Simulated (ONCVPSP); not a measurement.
# tantalum (Ta), ONCV: configuration errors across variants

* Element: tantalum
* Generator: ONCVPSP 4.0.1
* Type: optimised norm-conserving Vanderbilt (ONCV)
* Functional: PW91
* Relativity: scalar-relativistic
* Frozen core: [Kr] 4d10 4f14
* Valence charge: 13
* Reference configuration: 5s2 5p6 5d4 6s1
* Partial waves: 5s+6s: rc 1.75 bohr, ncon 4, nbas 7, qcut 8.8 1/bohr, 2 projectors; 5p: rc 1.80 bohr, ncon 4, nbas 7, qcut 9.5 1/bohr, 2 projectors, debl 2.1 Ha; 5d: rc 2.25 bohr, ncon 4, nbas 9, qcut 6.5 1/bohr, 2 projectors, debl 1.5 Ha
* Local potential: polynomial inside 1.25 bohr (lpopt 5, dvloc0 1 Ha)
* Core correction: Teter function, fcfact 2.75, rcfact 1

All-electron excitation energies from the reference (eV): (1) 5s2 5p6 5d3 6s2 -2.093; (2) 5s2 5p6 5d3 6s1 6.435; (3) 5s2 5p6 5d3 6s0 21.465; (4) 5s2 5p6 5d4 6s0 7.862.

2 further variants failed, have other tests or too few solved ones, and are left out.

Errors AE − PS in meV (a dash: test not solved or not reliable):

```json
{"change": "base", "(1)": "+3.3", "(2)": "-0.2", "(3)": "+1.8", "(4)": "-1.0", "bound ghosts": "none", "GHOST(+) flags above zero": "s"}
{"change": "s: rc 1.64", "(1)": "+3.6", "(2)": "-0.1", "(3)": "+1.9", "(4)": "-0.8", "bound ghosts": "none", "GHOST(+) flags above zero": "s"}
{"change": "s: rc 1.74", "(1)": "+3.4", "(2)": "-0.2", "(3)": "+1.8", "(4)": "-0.9", "bound ghosts": "none", "GHOST(+) flags above zero": "s"}
{"change": "s: rc 1.92", "(1)": "+3.0", "(2)": "-0.2", "(3)": "+1.6", "(4)": "-1.2", "bound ghosts": "none", "GHOST(+) flags above zero": "s"}
{"change": "s: rc 2.14", "(1)": "+2.1", "(2)": "-0.3", "(3)": "+1.3", "(4)": "-1.9", "bound ghosts": "none", "GHOST(+) flags above zero": "s"}
{"change": "s: rc 2.38", "(1)": "+1.1", "(2)": "-0.4", "(3)": "+1.1", "(4)": "-2.5", "bound ghosts": "none", "GHOST(+) flags above zero": "none"}
```

**Question.** Give the same row for: s: rc 2.54.

**Answer.** +0.7, -0.3, +0.7, -2.8; bound ghosts: none; GHOST(+) flags above zero: s.
